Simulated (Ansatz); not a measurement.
`[GeH3][SiH2][GeH2][SiH2][GeH2][GeH3]` and `[GeH3][GeH2][SiH2][GeH2][GeH3]` differ in one atom or group.

Ansatz, PBE0-D4/def2-TZVP geometries, multiplicity 1. Each molecule was computed in one conformer, which needn't be the lowest.

Scalar relativity is left out up to krypton.

```csv
property,`[GeH3][SiH2][GeH2][SiH2][GeH2][GeH3]`
HOMO energy (ωB97M-V/def2-TZVPP) / eV,-9.67
LUMO energy (B3LYP/def2-TZVPP) / eV,-0.65
LUMO energy (PBE0/def2-TZVPP) / eV,-0.48
HOMO energy (B3LYP/def2-TZVPP) / eV,-7.53
LUMO energy (PBE/def2-TZVPP) / eV,-1.25
HOMO energy (PBE/def2-TZVPP) / eV,-6.75
```

Q: Give the same properties after the change, and the shifts. (Estimate.)

A: Computed: 
```
                             property  `[GeH3][GeH2][SiH2][GeH2][GeH3]`  shift
HOMO energy (ωB97M-V/def2-TZVPP) / eV                             -9.70  -0.03
  LUMO energy (B3LYP/def2-TZVPP) / eV                             -0.57   0.08
   LUMO energy (PBE0/def2-TZVPP) / eV                             -0.36   0.12
  HOMO energy (B3LYP/def2-TZVPP) / eV                             -7.56  -0.03
    LUMO energy (PBE/def2-TZVPP) / eV                             -1.15   0.10
    HOMO energy (PBE/def2-TZVPP) / eV                             -6.76  -0.01
```

B3LYP here is the variant with VWN-RPA as its local correlation; programs differ in this.
